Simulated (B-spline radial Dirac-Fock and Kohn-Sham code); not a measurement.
X-ray form factors of thulium in several charge states

Level of theory: Dirac-Fock orbitals of the configuration average with a finite nucleus; a B-spline atomic structure program.

Configurations: Tm⁵⁴⁺ [Ne] 3s2 3p3; Tm⁵⁶⁺ [Ne] 3s2 3p1; Tm⁵⁷⁺ [Ne] 3s2; Tm⁵⁸⁺ [Ne] 3s1; Tm⁵⁹⁺ [He] 2s2 2p6; Tm⁶¹⁺ [He] 2s2 2p4. The first column is f₀ of Tm⁵⁴⁺, the others are differences from it.

```
s (Å⁻¹)   Tm⁵⁴⁺  Δ Tm⁵⁶⁺  Δ Tm⁵⁷⁺  Δ Tm⁵⁸⁺  Δ Tm⁵⁹⁺  Δ Tm⁶¹⁺
      0  15.000   -2.000   -3.000   -4.000   -5.000   -7.000
   0.05  14.995   -1.998   -2.997   -3.997   -4.996   -6.995
    0.1  14.979   -1.993   -2.990   -3.986   -4.983   -6.982
   0.15  14.953   -1.985   -2.977   -3.969   -4.962   -6.960
    0.2  14.916   -1.973   -2.959   -3.946   -4.933   -6.928
   0.25  14.869   -1.957   -2.937   -3.916   -4.895   -6.888
    0.3  14.812   -1.939   -2.909   -3.879   -4.849   -6.840
   0.35  14.745   -1.917   -2.877   -3.836   -4.796   -6.783
    0.4  14.668   -1.893   -2.840   -3.787   -4.735   -6.718
   0.45  14.582   -1.865   -2.799   -3.732   -4.667   -6.645
    0.5  14.487   -1.834   -2.754   -3.672   -4.591   -6.565
    0.6  14.272   -1.766   -2.652   -3.535   -4.421   -6.384
    0.7  14.025   -1.687   -2.535   -3.380   -4.227   -6.177
    0.8  13.749   -1.601   -2.407   -3.208   -4.013   -5.947
    0.9  13.450   -1.507   -2.268   -3.023   -3.781   -5.699
      1  13.129   -1.409   -2.121   -2.827   -3.537   -5.435
    1.1  12.792   -1.307   -1.969   -2.623   -3.282   -5.160
    1.2  12.442   -1.202   -1.813   -2.415   -3.022   -4.878
    1.4  11.720   -0.993   -1.500   -1.996   -2.498   -4.304
    1.6  10.991   -0.791   -1.198   -1.591   -1.990   -3.742
```

Values without a named source are computed, but for edge energies of neutral atoms, which are taken from tables.
